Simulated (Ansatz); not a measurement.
Reaction (substitution at a C–C bond): `CC[SiH]([SiH3])Cl` + H–F → `FC[SiH]([SiH3])Cl` + CH₄

Gas-phase electronic energies from Ansatz, PBE0-D4/def2-TZVP geometries. CCSD(T)/CBS adds triple-zeta CCSD(T) − MP2 to the extrapolated MP2 energy (def2 sets, frozen cores). This one scheme is used for every species. Each species was taken in one conformer, which may not be the lowest.

```tsv
level	ΔE (kcal/mol)
SCS-MP2/def2-TZVPP	15.1
CCSD/CBS(def2)	15.4
```

Question: What does CCSD(T)/CBS give? (Estimate.)

Answer: Ansatz gave: +15.8 kcal/mol. The listed levels differ from it by -0.7, -0.4 kcal/mol.

Largest T1 diagnostic among the species: 0.011.

The D4 term adds +2.1 kcal/mol with B3LYP and +1.2 kcal/mol with PBE0; it sums over pairs of atoms, weighted by their polarisabilities, and B3LYP, whose exchange is more repulsive, gets the larger term. From PBE to PBE0 (25 % exact exchange), in def2-TZVPP and without D4, ΔE moves by +1.7 kcal/mol.

B3LYP here is the variant with VWN-RPA as its local correlation; programs differ in this.
